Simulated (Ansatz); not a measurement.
## A barrier at the coupled-cluster level

Start structure (GeH$_{5}$O$_{2}$F, singlet), relaxed at PBE0-D4/def2-TZVP:

```xyz
9
angstrom
Ge -1.0398 -1.0402 0.0840
F 0.6966 -1.2178 0.3301
H -1.5898 -2.4433 0.3757
H -1.5160 0.0047 1.0909
H -1.2259 -0.6387 -1.3800
H 1.6012 0.4023 0.5193
O 1.6614 1.3708 0.4647
O 0.5068 1.6552 -0.3216
H 0.9055 1.9071 -1.1631
```

The step: GeH₃F ([F][GeH3]) + H₂O₂ ([OH][OH]) → GeH₄O₂ ([OH][O][GeH3]) + HF; bonds formed: Ge1–O7, F2–H6; bonds broken: Ge1–F2, H6–O7. Computed with Ansatz 0.2.0 (basis: def2-TZVPP and def2-QZVPP); correlated methods freeze the cores. Filled d shells of the heavier atoms are correlated. The def2 sets are not built for correlating such inner shells, so the correlated values are less sure here. Extrapolation: Hartree–Fock as exp(−7.88 √X), correlation as X^−2.97. Energies below are by CCSD(T) at an estimated basis limit (MP2 extrapolated from triple and quadruple zeta, plus CCSD(T) − MP2 in triple zeta).

(1) What are the electronic barrier and the energy of the step, from the start structure to the end structure? (An estimate is asked for; the value comes from the calculation.)

T1 diagnostic: at most 0.014.

Results:

(1) Computed: Barrier 124.5 kJ/mol; step energy 20.2 kJ/mol (uphill); reverse barrier, their difference, 104.3 kJ/mol. Barrier and step energy count from the start structure, the reverse barrier from the end structure.

The saddle point: One imaginary mode of 420i cm⁻¹.
| pair | start (Å) | saddle (Å) | end (Å) |
| --- | --- | --- | --- |
| Ge1–O7 | 3.64 | 2.06 | 1.83 |
| F2–H6 | 1.87 | 1.29 | 0.94 |
| Ge1–F2 | 1.76 | 2.07 | 3.65 |
| H6–O7 | 0.97 | 1.09 | 1.66 |

Zero-point energy (harmonic, PBE0-D4): ZPE is 143.4 kJ/mol at the start and 136.6 kJ/mol at the saddle, so the barrier goes from 124.5 to 117.7 kJ/mol.

Labels in which every atom is bracketed show which atoms are joined, not bond orders.

For scale, one of the runs: CCSD(T)/def2-TZVPP, 211 basis functions (an equivalent command: `ansatz run in.yaml --threads 4`). Hardware: 4 CPU threads, shared host. Wall time 100 s; peak host memory 3.2 GiB.
